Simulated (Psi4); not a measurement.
C$_{2}$H$_{9}$AlO$_{2}$Si (SMILES [OH][Al]([OH])[CH2]C[SiH3]), singlet, geometry from GFN2-xTB (such geometries of metal compounds can be far from the true shape); MP2/def2-TZVPP (Psi4 1.11).

The Psi4 input:
```
memory 2 GB

molecule mol {
0 1
Si   -2.957833   -0.757743    0.144089
C    -1.062036   -0.805769    0.273933
C    -0.423914    0.489437   -0.228334
Al    1.585159    0.490426   -0.112333
O     2.325901   -0.851985    0.489485
O     2.356880    1.849241   -0.633342
H    -3.348169   -0.561064   -1.255175
H    -3.475685    0.355160    0.945500
H    -3.523180   -2.017006    0.635608
H    -0.671068   -1.649924   -0.296933
H    -0.764135   -0.981224    1.309217
H    -0.810411    1.342118    0.336004
H    -0.717663    0.675709   -1.264643
H     2.740673   -1.626955    0.836168
H     2.825684    2.615995   -0.925406
}

set {
  basis def2-tzvpp
  reference rhf
  freeze_core true
}

energy('mp2')
print_variables()
```

### Question
What does Psi4 print? Leave out banner, timings and long lists.

### Answer

```
    SCF Algorithm Type (re)set to DF.

   => Loading Basis Set <=

    Name: DEF2-TZVPP
    Role: ORBITAL
    Keyword: BASIS

         ---------------------------------------------------------
                                   SCF
               by Justin Turney, Rob Parrish, Andy Simmonett
                          and Daniel G. A. Smith
                              RHF Reference
         ---------------------------------------------------------

  ==> Geometry <==

    Molecular point group: c1
    Full point group: C1

    Geometry (in Angstrom), charge = 0, multiplicity = 1:

       Center              X                  Y                   Z               Mass
    ------------   -----------------  -----------------  -----------------  -----------------
         SI          -3.035184964017    -0.777127667863     0.147677569877    27.976926534650
         C           -1.139387964017    -0.825153667863     0.277521569877    12.000000000000
         C           -0.501265964017     0.470052332137    -0.224745430123    12.000000000000
         AL           1.507807035983     0.471041332137    -0.108744430123    26.981538530000
         O            2.248549035983    -0.871369667863     0.493073569877    15.994914619570
         O            2.279528035983     1.829856332137    -0.629753430123    15.994914619570
         H           -3.425520964017    -0.580448667863    -1.251586430123     1.007825032230
         H           -3.553036964017     0.335775332137     0.949088569877     1.007825032230
         H           -3.600531964017    -2.036390667863     0.639196569877     1.007825032230
         H           -0.748419964017    -1.669308667863    -0.293344430123     1.007825032230
         H           -0.841486964017    -1.000608667863     1.312805569877     1.007825032230
         H           -0.887762964017     1.322733332137     0.339592569877     1.007825032230
         H           -0.795014964017     0.656324332137    -1.261054430123     1.007825032230
         H            2.663321035983    -1.646339667863     0.839756569877     1.007825032230
         H            2.748332035983     2.596610332137    -0.921817430123     1.007825032230

  Running in c1 symmetry.

  Rotational constants: A =      0.17415  B =      0.02781  C =      0.02439 [cm^-1]
  Rotational constants: A =   5221.00942  B =    833.76537  C =    731.27095 [MHz]
  Nuclear repulsion =  339.193373678847081

  Charge       = 0
  Multiplicity = 1
  Electrons    = 64
  Nalpha       = 32
  Nbeta        = 32

  ==> Algorithm <==

  SCF Algorithm Type is DF.
  DIIS enabled.
  MOM disabled.
  Fractional occupation disabled.
  Guess Type is SAD.
  Energy threshold   = 1.00e-08
  Density threshold  = 1.00e-08
  Integral threshold = 1.00e-12

  ==> Primary Basis <==

  Basis Set: DEF2-TZVPP
    Blend: DEF2-TZVPP
    Number of shells: 126
    Number of basis functions: 334
    Number of Cartesian functions: 375
    Spherical Harmonics?: true
    Max angular momentum: 3

   => Loading Basis Set <=

    Name: (DEF2-TZVPP AUX)
    Role: JKFIT
    Keyword: DF_BASIS_SCF

  ==> Integral Setup <==

  SCF_SUBTYPE=INCORE selected. In-core MEM_DF algorithm will be used.
  Using in-core AOs.

  ==> MemDFJK: Density-Fitted J/K Matrices <==

    J tasked:                   Yes
    K tasked:                   Yes
    wK tasked:                   No
    Algorithm:                 Core
    Schwarz Cutoff:           1E-12
    Mask sparsity (%):      15.2766
    Fitting Condition:        1E-10

   => Auxiliary Basis Set <=

  Basis Set: (DEF2-TZVPP AUX)
    Blend: DEF2-UNIVERSAL-JKFIT
    Number of shells: 230
    Number of basis functions: 722
    Number of Cartesian functions: 854
    Spherical Harmonics?: true
    Max angular momentum: 4

  Minimum eigenvalue in the overlap matrix is 2.4012927105E-04.
  Reciprocal condition number of the overlap matrix is 2.6927630064E-05.
    Using symmetric orthogonalization.

  ==> Pre-Iterations <==

[...]
  Energy and wave function converged.

  ==> Post-Iterations <==

    Orbital Energies [Eh]
    ---------------------

    Doubly Occupied:

[...]
    Virtual:

[...]
    Final Occupation by Irrep:
              A
    DOCC [    32 ]
    NA   [    32 ]
    NB   [    32 ]

  @DF-RHF Final Energy:  -761.78439074359790

   => Energetics <=

    Nuclear Repulsion Energy =            339.1933736788470810
    One-Electron Energy =               -1730.6023076807796315
    Two-Electron Energy =                 629.6245432583345973
    Total Energy =                       -761.7843907435978963

Computation Completed

Properties will be evaluated at   0.000000,   0.000000,   0.000000 [a0]

Properties computed using the SCF density matrix

 Multipole Moments:

 ------------------------------------------------------------------------------------
     Multipole            Electronic (a.u.)      Nuclear  (a.u.)        Total (a.u.)
 ------------------------------------------------------------------------------------

 L = 1.  Multiply by 2.5417464519 to convert [e a0] to [Debye]
 Dipole X            :         10.1219756           -9.3551396            0.7668359
 Dipole Y            :          2.3694697           -2.3444278            0.0250419
 Dipole Z            :         -0.3999929            0.4340011            0.0340082
 Magnitude           :                                                    0.7679980

 ------------------------------------------------------------------------------------

  //>>>>>>>>>>>>>>>>>>>>>>>>>>>>>>>>>>>//
  //               DFMP2               //
  //<<<<<<<<<<<<<<<<<<<<<<<<<<<<<<<<<<<//

   => Loading Basis Set <=

    Name: (DEF2-TZVPP AUX)
    Role: RIFIT
    Keyword: DF_BASIS_MP2

	 --------------------------------------------------------
	                          DF-MP2
	      2nd-Order Density-Fitted Moller-Plesset Theory

	        Rob Parrish, Justin Turney, Andy Simmonett,
	           Ed Hohenstein, and C. David Sherrill
	 --------------------------------------------------------

   => Auxiliary Basis Set <=

  Basis Set: (DEF2-TZVPP AUX)
    Blend: DEF2-TZVPP-RI
    Number of shells: 244
    Number of basis functions: 820
    Number of Cartesian functions: 1009
    Spherical Harmonics?: true
    Max angular momentum: 4

	 --------------------------------------------------------
	                 NBF =   334, NAUX =   820
	 --------------------------------------------------------
	   CLASS    FOCC     OCC    AOCC    AVIR     VIR    FVIR
	   PAIRS      14      32      18     302     302       0
	 --------------------------------------------------------

	-----------------------------------------------------------
	 ==================> DF-MP2 Energies <====================
	-----------------------------------------------------------
	 Reference Energy          =    -761.7843907435978963 [Eh]
	 Singles Energy            =      -0.0000000000000000 [Eh]
	 Same-Spin Energy          =      -0.2374558635389395 [Eh]
	 Opposite-Spin Energy      =      -0.7991390348412734 [Eh]
	 Correlation Energy        =      -1.0365948983802129 [Eh]
	 Total Energy              =    -762.8209856419781545 [Eh]
	-----------------------------------------------------------
	 ================> DF-SCS-MP2 Energies <==================
	-----------------------------------------------------------
	 SCS Same-Spin Scale       =       0.3333333333333333 [-]
	 SCS Opposite-Spin Scale   =       1.2000000000000000 [-]
	 SCS Same-Spin Energy      =      -0.0791519545129798 [Eh]
	 SCS Opposite-Spin Energy  =      -0.9589668418095280 [Eh]
	 SCS Correlation Energy    =      -1.0381187963225078 [Eh]
	 SCS Total Energy          =    -762.8225095399203610 [Eh]
	-----------------------------------------------------------

  Variable Map:
  ----------------------------------------------------------------------------
[...]
  Array Variable Map:
  ----------------------------------------------------------------------------
[...]
[...]
```
